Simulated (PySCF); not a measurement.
# MOH across the 3d metals

Level: PBE0, basis family def2-TZVP, no relativity.

Each entry is the lowest minimum that a search over a few typed start shapes (and spin states, where more than one is plausible) found, or that minimum re-optimised at the stated level; isomers with ligand–ligand bonds, or fragments after loss of a ligand pair, can lie lower. Open shells are unrestricted; no spin–orbit coupling; PySCF with density fitting.

| molecule | 2S+1 | point group | mean bond to the central atom (Å) | atomisation (kJ/mol) | gap (eV) | lowest ω (cm⁻¹) | distinct angles (°) |
| --- | --- | --- | --- | --- | --- | --- | --- |
| HScO | 1 | Cs | 1.771 | 914 | 4.74 | 395 | 120 |
| HTiO | 2 | Cs | 1.700 | 914 | – | 412 | 119 |
| HCrO | ? | ? | ? | ? | ? | ? | ? |
| HCoO | 5 | Cs | 1.612 | 606 | – | 208 | 157 |
| HCuO | 1 | Cs | 1.785 | 711 | 4.16 | 609 | 109 |

Problem. Fill in the row of HCrO.

Solution. 2S+1: 4; point group: Cs; mean bond to the central atom (Å): 1.610; atomisation (kJ/mol): 618; lowest ω (cm⁻¹): 506; distinct angles (°): 118.

Some spin contamination in HCrO.

Left out of the table are members whose search was unfinished or whose lowest solution was spin-contaminated, unstable, very soft or bonded differently.

Open d and f shells are single-determinant solutions and may miss the true ground state.
